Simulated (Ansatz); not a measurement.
Reactions of C$_{2}$H$_{6}$FNZn (`C[N](C)[Zn][F]`).

Computed with Ansatz on PBE0-D4/def2-TZVP structures; ΔE is electronic, products minus reactants. CCSD(T)/CBS is the MP2 limit (def2-TZVPP, def2-QZVPP) plus CCSD(T) − MP2 in def2-TZVPP, frozen cores. This one scheme is used for every species. For Zn outer-core shells are correlated without core-valence functions, which leaves a few kJ/mol of doubt a bond. Scalar relativity is left out up to krypton. One conformer a species, not always the lowest.

Q: Order these by ΔE at CCSD(T)/CBS, lowest first. (Estimate.)
A. `C[N](C)[Zn][F]` + H₂O → `C[N](C)[Zn][OH]` + H–F
B. `C[N](C)[Zn][F]` + `[SiH3]N[SiH3]` → `[F][Zn][N]([SiH3])[SiH3]` + `CNC`
C. `C[N](C)[Zn][F]` + `O[SiH3]` → `[F][Zn][O][SiH3]` + `CNC`
D. `C[N](C)[Zn][F]` + HCl → `[F][Zn][Cl]` + `CNC`

A: D (-125.9 kJ/mol), C (-53.0 kJ/mol), B (-36.5 kJ/mol), A (+33.1 kJ/mol).

Largest T1 diagnostic: 0.017, for `[F][Zn][O][SiH3]`.
